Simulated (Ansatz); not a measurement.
Reaction (cleavage of the Si–Si bond): `O[SiH2][SiH](F)Cl` + `NBO` → `OBN[SiH2]O` + `F[SiH2]Cl`

Isolated molecules relaxed with PBE0-D4/def2-TZVP in Ansatz; ΔE leaves out vibrations. CCSD(T)/CBS is the MP2 limit (def2-TZVPP, def2-QZVPP) plus CCSD(T) − MP2 in def2-TZVPP, frozen cores. This one scheme is used for every species. Functionals use def2-TZVPP. B3LYP here is the variant with VWN-RPA as its local correlation; programs differ in this. Each species was taken in one conformer, which may not be the lowest.

| level | ΔE (kcal/mol) |
| --- | --- |
| PBE-D4 | -11.1 |
| ωB97X-V | -15.5 |
| B3LYP | -15.3 |
| HF/def2-TZVPP | -20.0 |
| SCS-MP2/def2-TZVPP | -19.2 |
| CCSD/def2-TZVPP | -17.9 |
| HF/CBS(def2) | -20.3 |
| CCSD/CBS(def2) | -17.3 |

**Question.** What does CCSD(T)/CBS give? (Estimate.)

**Answer.** Ansatz gave: -17.0 kcal/mol. The listed levels differ from it by 5.9, 1.5, 1.7, -3.0, -2.2, -0.9, -3.3, -0.3 kcal/mol.

Largest T1 diagnostic among the species: 0.012.

From PBE to PBE0 (25 % exact exchange), in def2-TZVPP and without D4, ΔE moves by −1.9 kcal/mol. In def2-TZVPP, CCSD(T) changes the Hartree–Fock value by +2.3 kcal/mol (the triples alone add +0.3 kcal/mol) and MP2 by +0.9 kcal/mol.
